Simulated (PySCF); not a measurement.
## How methods differ on the ionisation energy of Pd²⁺

Pd²⁺ [Kr] 4d8 (3F) → Pd³⁺ [Kr] 4d7 (4F), as a difference of total energies. All numbers are calculated (PySCF 2.14, the spin-free X2C one-electron Hamiltonian (Gaussian nucleus), in ANO-RCC-VTZP). Correlated levels: valence and next inner shell: [Ar] 3d10 frozen. The calculations carry no spin-orbit coupling.

**Question.** Order these methods by the ionisation energy they give, lowest first.
A. UHF
B. MP2 (valence and next inner shell)
C. CCSD(T) (valence and next inner shell)
D. SCS-MP2 (valence and next inner shell)

**Answer.** A (31.222 eV), C (32.698 eV), D (32.745 eV), B (32.876 eV).

A first-order spin-orbit estimate (lowest level to lowest level, LS coupling) adds -0.028 eV.

Errors of the correlated levels include the incompleteness of this basis and the frozen core.

For comparison: 32.93 eV (semi-empirical (NIST evaluation); NIST Atomic Spectra Database, ionization energies).
